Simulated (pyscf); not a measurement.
## H₃Si–SH, singlet

Gas-phase minimum from PySCF at ωB97X-D3(BJ)/def2-SVP, one conformer. 

```
Si
H 1 1.4870
H 1 1.4901 2 109.89
H 1 1.4901 2 109.87 3 -119.47
S 1 2.1431 2 105.30 4 -120.28
H 5 1.3477 1 95.04 2 -179.76
```

Properties at ωB97X-D3(BJ)/def2-SVP:

```
Property                                                                                                                                                                             Value
---------------------------------------------------------------------------------------------------------------------  -------------------------------------------------------------------
Harmonic wavenumbers, unscaled                                                                                         197, 534, 552, 645, 829, 945, 949, 983, 2259, 2261, 2285, 2757 cm⁻¹
Zero-point energy                                                                                                                                                            21.7 kcal/mol
Rotational symmetry number                                                                                                                                                               1
Entropy of this conformer at 298 K and 1 atm, rigid rotor and harmonic oscillator, modes under 100 cm⁻¹ raised to 100                                                      271.7 J/(mol K)
Dipole moment                                                                                                                                                                       1.25 D
```

Single-point totals, which compare only within one level (frozen core for MP2 and CC):

| level | total energy (hartree) |
|---|---|
| ωB97X-D3(BJ)/def2-TZVP | -690.17392 |
| PBE/def2-TZVP | -689.79500 |
| r²SCAN/def2-TZVP | -690.06969 |
| B3LYP-D3(BJ)/def2-TZVP | -690.17901 |
| PBE0-D3(BJ)/def2-TZVP | -689.86486 |
| M06-2X/def2-TZVP | -690.07895 |
| ωB97M-D3(BJ)/def2-TZVP | -690.21462 |
| HF/def2-TZVPP | -688.83826 |
| MP2/def2-TZVPP | -689.14999 |
| CCSD/def2-TZVPP | -689.19155 |
| CCSD(T)/def2-TZVPP | -689.20496 |

Soft torsions are taken as harmonic, which can shift the entropy by several J/(mol K). The CCSD(T) − MP2 part came from Ansatz, without density fitting, on the same reference.
